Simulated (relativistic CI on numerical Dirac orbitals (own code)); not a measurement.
**One change at a time: Eu I**

Base calculation: Dirac-Coulomb-Breit CI, KLI orbitals optimised for each configuration, QED by a radiative potential, valence Slater integrals scaled by 0.85, P86 correlation energy added to each configuration.

Configurations in the expansion (outside the closed core [Xe]): 4f7 6s2, 4f7 6s 6p, 4f6 6s2 6p, 4f6 6s2 7p, 4f6 6s2 8s, 4f5 6s2 7s2, 4f6 6s2 9s, 4f7 7s2, 4f9. The list is cut by size and lacks configurations that can hold low levels.

The lowest level and the first level of each name with at least 55 % of one term (blank where a level has no safe partner in the second run):

| Level | Base (cm⁻¹) | Shift (cm⁻¹) |
| --- | --- | --- |
| 4f7 6s2 8S°_7/2 | 0.0 | 0.0 |
| 4f7 6s 6p 10P_7/2 | 8169.4 | +1.3 |
| 4f7 6s 6p 10P_9/2 | 8659.2 | +8.0 |
| 4f7 6s 6p 10P_11/2 | 9434.8 | +21.4 |
| 4f7 6s 6p 8P_5/2 | 10311.5 | +4.6 |
| 4f7 6s 6p 8P_7/2 | 10389.6 | +5.8 |
| 4f7 6s 6p 8P_9/2 | 10826.5 | +17.3 |
| 4f7 6s 6p 6P_7/2 | 11844.6 | +12.3 |
| 4f7 6s 6p 6P_5/2 | 12204.8 | +13.5 |
| 4f7 6s 6p 6P_3/2 | 12431.0 | +15.5 |
| 4f6 6s2 6p 8G°_1/2 | 27042.4 | -1217.2 |
| 4f6 6s2 6p 8G°_3/2 | 27462.3 | -1155.0 |
| 4f6 6s2 6p 6D°_1/2 | 27549.9 | -1176.9 |
| 4f7 6s2 6P°_7/2 | 27585.5 | -201.8 |

Correlation outside the listed configurations is missing or only estimated: errors of thousands of cm⁻¹ between configurations and terms are usual at this charge. Rates and lifetimes follow the computed energies and can be off by large factors. The fine structure of a lone outer electron comes out too small, for d and f at times inverted, and misplaced configurations move strength between like terms. 6 of the 54 excited levels that our extract of the measured tables holds in this range could be paired (the sources list more); they are missed by 5744 cm⁻¹ on average and 6147 at most, and levels without a partner can miss by more.

Task: One thing was changed in a second run, which moved the levels as shown. Which?
A. self-excluded LDA correlation estimate
B. QED terms removed
C. Slater integrals left unscaled
D. Breit term removed
E. configuration mixing switched off

Result: D. Breit term removed. The Breit term mainly narrows fine-structure intervals, so removing it widens them.

LS names give the leading component of a level, which can be under half, so a name can repeat, a term be missing and a line seem to break the LS rules.
